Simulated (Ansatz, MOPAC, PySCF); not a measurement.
System: SiCl, net charge 1, singlet state. SMILES of the parent species: [Si]Cl
Geometry: optimised at B3LYP-D3(BJ)/def2-TZVP (Ansatz, a first-principles code).

Unscaled harmonic wavenumbers (cm⁻¹) in rising order, each level at the stationary point that it reaches from this structure (no distance between atoms moves by over 0.3 Å); the order of modes can differ between levels, and a negative number is imaginary. B3LYP-D3(BJ)/def2-TZVP (PySCF, at the structure above): 652.

PM3 (MOPAC): 526. Zero-point energy 0.8 against 0.9 kcal/mol; where all levels lie over 400 cm⁻¹, the wavenumbers are on average 0.806 times those of B3LYP-D3(BJ)/def2-TZVP.

B3LYP/6-31G* (Ansatz): 642. Zero-point energy 0.9 against 0.9 kcal/mol; where all levels lie over 400 cm⁻¹, the wavenumbers are on average 0.985 times those of B3LYP-D3(BJ)/def2-TZVP.
